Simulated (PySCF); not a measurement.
Predicted microwave data (PySCF 2.14.0, PBE0-D3(BJ)/def2-SVP geometry optimisation, gas phase) for one isomer of C3H10O3Si:

| Property | Result |
| --- | --- |
| Rotational constants | A = 3296, B = 1542, C = 1150 MHz |
| Dipole components | \|μa\| = 1.33 D, \|μb\| = 0.33 D, \|μc\| = 0.47 D |
| Inertial defect | -41.52 u·Å² |
| κ | -0.63 |

**Question.** Which structure is it? (One computed conformer of each.)
A. `[CH3:1][O:2][SiH2:3][O:4][CH2:5][CH2:6][OH:7]` with C1–O2–Si3–O4 156°, O2–Si3–O4–C5 76°, Si3–O4–C5–C6 -66°, O4–C5–C6–O7 67°, C5–C6–O7–H -82°
B. `[CH3:1][O:2][SiH:3]([O:4][CH3:5])[O:6][CH3:7]` with C1–O2–Si3–O4 166°, O2–Si3–O4–C5 48°, O2–Si3–O6–C7 168°

**Answer.** A. It is CO[SiH2]OCCO, an asymmetric top, point group C1. The candidates at the same level (rigid rotor, commonest isotopes):

```
       SMILES  A (MHz)  B (MHz)  C (MHz)  μa (D)  μb (D)  μc (D)  Δ (u·Å²)  point group                 rotor
 CO[SiH2]OCCO     3296     1542     1150    1.33    0.33    0.47    -41.52           C1        asymmetric top
CO[SiH](OC)OC     2077     2062     1105    0.00    0.00    0.61    -30.92           C3  oblate symmetric top
```

`CO[SiH](OC)OC` has A 37 % too low. No structure here is proved a minimum.
